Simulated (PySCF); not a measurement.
# SMILES O=C/C([SiH3])=C\[O-], [C3H5O2Si]-, charge -1

Molfile (atoms numbered from 1):
```
C3H5O2Si
     RDKit          3D

 11 10  0  0  0  0  0  0  0  0999 V2000
    1.1362   -2.0263    0.4059 O   0  0  0  0  0  0  0  0  0  0  0  0
    1.4115   -0.8479    0.1506 C   0  0  0  0  0  0  0  0  0  0  0  0
    0.4820    0.2203    0.0809 C   0  0  0  0  0  0  0  0  0  0  0  0
   -1.2670   -0.2028    0.3982 Si  0  0  0  0  0  4  0  0  0  0  0  0
    0.9062    1.5441   -0.2203 C   0  0  0  0  0  0  0  0  0  0  0  0
    2.0471    1.9526   -0.4510 O   0  0  0  0  0  0  0  0  0  0  0  0
    2.4679   -0.5675   -0.0454 H   0  0  0  0  0  0  0  0  0  0  0  0
   -1.5642   -0.7577    1.7583 H   0  0  0  0  0  0  0  0  0  0  0  0
   -1.8815   -1.1822   -0.5555 H   0  0  0  0  0  0  0  0  0  0  0  0
   -2.1087    1.0370    0.2861 H   0  0  0  0  0  0  0  0  0  0  0  0
    0.0723    2.2898   -0.2438 H   0  0  0  0  0  0  0  0  0  0  0  0
  1  2  2  0
  2  3  1  0
  3  4  1  0
  3  5  2  0
  5  6  1  0
  2  7  1  0
  4  8  1  0
  4  9  1  0
  4 10  1  0
  5 11  1  0
M  CHG  1   6  -1
M  END
```

The calculation used PySCF, quadratic response CAM-B3LYP/def2-TZVPD first hyperpolarisability, Taylor convention, gas phase. Geometry: PBE0-D3(BJ)/def2-TZVP.

For a gas-phase anion, states above the detachment energy (about 3.0 eV, taken as minus the energy of the highest occupied orbital) lie in the continuum and depend on the basis.

Problem. Give the tensor of the second harmonic β(−2ω;ω,ω) at 1064 nm in the axes of these coordinates.

Solution. In au, Taylor convention; rows are the first index (the induced dipole):
|  | xx | yy | zz | xy | xz | yz |
| --- | --- | --- | --- | --- | --- | --- |
| x | +438.5 | -132.5 | +118.2 | +47.5 | -34.9 | +44.3 |
| y | +47.1 | -144.9 | +0.9 | -159.8 | +48.5 | +57.1 |
| z | -35.1 | +54.1 | -59.1 | +48.9 | +115.5 | +5.1 |

Norm of βᵢ = ⅓ Σⱼ (βᵢⱼⱼ + βⱼᵢⱼ + βⱼⱼᵢ): 416.7 au, hyper-Rayleigh value 219.1 au.
